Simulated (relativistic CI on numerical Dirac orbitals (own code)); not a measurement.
**Bi5+: computed level list**

These numbers are calculated, not measured: Dirac-Coulomb-Breit CI, orbitals from a KLI potential per configuration, model QED (radiative potential, 1s self-energy scaled to tabulated hydrogen-like ionisation energies), valence Slater integrals scaled by 0.85, P86 correlation estimate, and configurations built on the next ion tied to the tabulated ionisation energy (semi-empirical) (own radial code, finite nucleus).

Configuration list (outside the closed core [Xe] 4f14): 5d¹⁰, 5d⁹6s, 5d⁹6p, 5d⁹6d, 5d⁹7s, 5d⁹5f, 5d⁹6f, 5d⁹5g, 5d⁸6s², 5d⁸5f², 5d⁸6s6p, 5d⁹7p, 5d⁹7d, 5d⁸5g², 5d⁹7f, 5d⁸6p², 5d⁹6g, 5d⁸6s6d, 5d⁸5f6s, 5d⁸6p6d, 5d⁸5f6p, 5d⁸5g6s, 5d⁸5f5g. Levels of other configurations are missing.

```
No.     Configuration  Term  J   E (eV)   %  Next component (%)  Lifetime (s)
 41             5d⁹5f   ³H°  5  52.3186  50              40 ¹H°      2.50e-08
 42           5d⁸6s²‡    ¹S  0  52.5471  66               26 ³P      1.93e-09
 43  5d⁸(3F)6s<4F>6p‡   ⁵G°  5  52.5923  30              27 ⁵F°      4.16e-09
 44             5d⁹5f   ¹D°  2  52.5934  34              33 ³F°      3.24e-08
 45             5d⁹5f   ³D°  3  52.6042  44              39 ³F°      1.56e-08
 46             5d⁹5f   ³F°  4  52.6899  38              26 ³G°      9.59e-09
 47             5d⁹5f   ¹G°  4  52.8826  42              36 ³F°      1.24e-07
 48  5d⁸(3F)6s<4F>6p‡   ⁵D°  3  53.0529  23        18 5d⁹5f ³D°      3.69e-09
 49             5d⁹5f   ³G°  5  53.0742  69              16 ¹H°      6.83e-08
 50  5d⁸(1D)6s<2D>6p‡   ³D°  2  53.1632  23              20 ⁵P°      6.25e-09
 51             5d⁹5f   ¹F°  3  53.3002  29              18 ³F°      8.39e-09
 52  5d⁸(3F)6s<4F>6p‡   ⁵G°  4  53.3496  20              19 ³G°      1.02e-08
 53             5d⁹7s    ³D  3  53.5206  99                          9.22e-11
 54             5d⁹7s    ¹D  2  53.6380  56               43 ³D      9.25e-11
 55             5d⁹6d    ¹P  1  53.6621  42               30 ³D      1.05e-10
 56             5d⁹5f   ³D°  1  53.7009  70              10 ³P°      7.14e-11
 57             5d⁹6d    ³G  3  53.7031  83               15 ¹F      1.01e-10
 58          5d⁸6s6p‡   ³D°  3  53.9409  20              19 ⁵G°      3.48e-09
 59  5d⁸(1D)6s<2D>6p‡   ³D°  1  54.0832  37              20 ³P°      4.49e-10
 60             5d⁹6d    ³P  1  54.0958  45               41 ³D      1.27e-10
 61             5d⁹6d    ³F  2  54.1600  54               36 ¹D      1.10e-10
 62  5d⁸(1D)6s<2D>6p‡   ³F°  2  54.1842  34              17 ⁵G°      1.64e-09
 63             5d⁹6d    ³G  4  54.2757  46               40 ¹G      1.38e-10
 64             5d⁹6d    ³D  2  54.4387  46               26 ³F      1.36e-10
 65             5d⁹6d    ³F  3  54.6145  51               29 ¹F      1.39e-10
 66  5d⁸(3P)6s<4P>6p‡   ⁵D°  0  54.9584  54              45 ³P°      1.84e-08
 67             5d⁹5f   ³D°  2  54.9643  38              36 ³P°      1.65e-08
 68  5d⁸(3F)6s<4F>6p‡   ⁵G°  3  55.1064  28              23 ³D°      4.94e-10
 69  5d⁸(3F)6s<4F>6p‡   ⁵D°  2  55.1815  40              28 ⁵F°      3.18e-09
 70             5d⁹5f   ³H°  4  55.2912  74               9 ¹G°      2.21e-08
```

Energies count from the lowest computed level; ° marks odd parity; lifetimes are radiative, by E1, M1, E2 decay to levels of this space only. Percentages are summed over parent terms; the parents shown are those of the largest component, closed shells are left out there, and <> holds an intermediate term. ‡ marks configurations that were not tied to measured data.

The mean weight of the leading LS term, summed over parents, in these 30 levels is 46 %, and that of the leading jj configuration (from the same eigenvectors) 77 %, so jj coupling describes them better and the LS labels are nominal.

Configurations that consist of the next ion and one excited electron were tied to the tabulated ionisation energy; Rydberg ones are usually within 1,000 to 3,000 cm⁻¹ and the lowest ones within about 6,000 (9,000 in d shells), while levels on excited terms of the next ion carry the error of that term, and the other configurations can be misplaced by 10,000 cm⁻¹ or more. Rates follow the energies as ν³ (E1, M1) or ν⁵ (E2), so rates, branching and lifetimes can be off by large factors. Levels and lines within the n = 5 or 6 shells can be off by up to 10 % or somewhat more, and those that change n by about 2 %, since core polarisation is missing. 16 of the 19 excited levels that our extract of the measured tables holds in this range could be paired (the sources list more); they are missed by 7872 cm⁻¹ on average and 20294 at most, and levels without a partner can miss by more. Levels that differ in their count of f electrons can be misplaced by several ten thousand cm⁻¹, since the correlation energy of f electrons is missing or only estimated; rates across such gaps can be off by orders of magnitude.

LS names give the leading component of a level, which can be under half, so a name can repeat, a term be missing and a line seem to break the LS rules.
